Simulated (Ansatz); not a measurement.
`[Br][SnH3]` + `[SnH3][C]1=[CH][AlH]1` → `[SnH3][SnH3]` + `Br[C]1=[CH][AlH]1`  (redistribution)

Computed with Ansatz on PBE0-D4/def2-TZVP structures; ΔE is electronic, products minus reactants. CCSD(T)/CBS adds triple-zeta CCSD(T) − MP2 to the extrapolated MP2 energy (def2 sets, frozen cores). DFT in def2-TZVPP. B3LYP here is the variant with VWN-RPA as its local correlation; programs differ in this. HSE06 is defined as in plane-wave codes. def2 core potentials past Kr. For Br, Sn outer-core shells are correlated without core-valence functions, which leaves a few kJ/mol of doubt a bond. Scalar relativity is left out up to krypton.

`[Br][SnH3]`:

```xyz
5

Br   -1.774    0.367   -1.375
Sn    0.163   -0.034    0.126
H     1.487    0.772   -0.573
H     0.386   -1.718    0.182
H    -0.262    0.613    1.640
```

`[SnH3][C]1=[CH][AlH]1`:

```xyz
9

Sn    1.260    0.916    0.651
C    -0.332   -0.309   -0.038
C    -0.960   -0.316   -1.254
Al   -1.684   -1.597   -0.131
H     1.737    2.013   -0.577
H     0.761    1.795    2.029
H     2.595   -0.059    1.086
H    -0.760    0.317   -2.118
H    -2.617   -2.761    0.352
```

`[SnH3][SnH3]`:

```xyz
8

Sn    0.713   -0.574   -1.038
Sn   -0.713    0.573    1.038
H     0.541   -2.272   -1.019
H     0.153    0.005   -2.543
H     2.374   -0.201   -0.904
H    -0.555    2.273    1.007
H    -0.141    0.009    2.544
H    -2.371    0.186    0.914
```

`Br[C]1=[CH][AlH]1`:

```xyz
6

Br    0.361    2.325   -1.142
C    -0.018    0.637   -0.386
C     0.730   -0.067    0.498
Al   -0.839   -0.971    0.044
H     1.685    0.183    0.952
H    -1.919   -2.107    0.034
```

```
             level  ΔE (kJ/mol)  difference from CCSD(T)/CBS
       LDA (SPW92)         33.9                        -29.7
            PBE-D4         42.5                        -21.1
         revPBE-D4         44.8                        -18.8
           BLYP-D4         47.1                        -16.5
         r2SCAN-D4         53.0                        -10.6
            B97M-V         63.7                          0.1
           PBE0-D4         51.6                        -12.0
          B3LYP-D4         53.9                         -9.7
        r2SCAN0-D4         56.7                         -6.9
          BHLYP-D4         64.8                          1.2
      CAM-B3LYP-D4         59.7                         -3.9
           ωB97X-V         63.4                         -0.2
            B2PLYP         57.7                         -5.9
          PBE-QIDH         59.4                         -4.2
               PBE         42.1                        -21.5
              BLYP         46.3                        -17.3
            r2SCAN         52.8                        -10.8
              PBE0         51.2                        -12.4
             B3LYP         53.3                        -10.3
           r2SCANh         54.4                         -9.2
           r2SCAN0         56.5                         -7.1
             HSE06         51.1                        -12.5
             BHLYP         64.4                          0.8
         CAM-B3LYP         59.3                         -4.3
           LC-ωPBE         62.5                         -1.1
RPA@PBE/def2-TZVPP         61.3                         -2.3
       HF/def2-SVP         79.3                         15.7
      MP2/def2-SVP         68.3                          4.7
     CCSD/def2-SVP         65.9                          2.3
     HF/def2-TZVPP         83.2                         19.6
    MP2/def2-TZVPP         59.7                         -3.9
SCS-MP2/def2-TZVPP         64.0                          0.4
   CCSD/def2-TZVPP         64.1                          0.5
CCSD(T)/def2-TZVPP         61.8                         -1.8
     HF/def2-QZVPP         84.4                         20.8
    MP2/def2-QZVPP         61.1                         -2.5
SCS-MP2/def2-QZVPP         65.4                          1.8
      HF/CBS(def2)         84.6                         21.0
     MP2/CBS(def2)         61.5                         -2.1
    CCSD/CBS(def2)         65.9                          2.3
       CCSD(T)/CBS         63.6                            0
```

Largest T1 diagnostic among the species: 0.014.

In def2-TZVPP, CCSD(T) changes the Hartree–Fock value by −21.4 kJ/mol (the triples alone add −2.3 kJ/mol) and MP2 by −23.5 kJ/mol. From PBE to PBE0 (25 % exact exchange), in def2-TZVPP and without D4, ΔE moves by +9.1 kJ/mol.
